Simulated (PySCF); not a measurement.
## Cd₃: from structure and modes to constants

Level of theory: PBE0 in PySCF with Cd def2-TZVP with ECP28; scalar-relativistic core potentials, no spin–orbit coupling; density-fitted integrals.

The singlet minimum has D3h symmetry. Masses (u): Cd 113.90336.

```xyz
3
charge 0 multiplicity 1, angstrom
Cd    0.9770   -1.6923    0.0000
Cd   -1.9541    0.0000    0.0000
Cd    0.9770    1.6923    0.0000
```

Harmonic wavenumbers (cm⁻¹): 41.2 (e', ×2), 46.6 (a1', ×1).

Problem. What is the harmonic zero-point energy?

Solution. Half the sum of all 3 wavenumbers, 129/2 = 64 cm⁻¹, which is 0.8 kJ/mol (1 cm⁻¹ = 0.0119627 kJ/mol).

Problem. Find the vibrational entropy and heat capacity at 298.15 K.

Solution. With u = 1.43878 ω/T, each mode gives S = R[u/(eᵘ−1) − ln(1−e⁻ᵘ)] and C = R u² eᵘ/(eᵘ−1)².
```csv
ω (cm⁻¹),u,S (J/(mol K)),C (J/(mol K))
41.2 (×2),0.199,21.76,8.29
46.6,0.225,20.74,8.28
```
The sums over all modes are S = 64.3 and C = 24.9 J/(mol K); the softest mode gives 34 % of the entropy (each member, where degenerate).

Stability towards spin polarisation was not tested. Other isomers or separated fragments may lie lower.
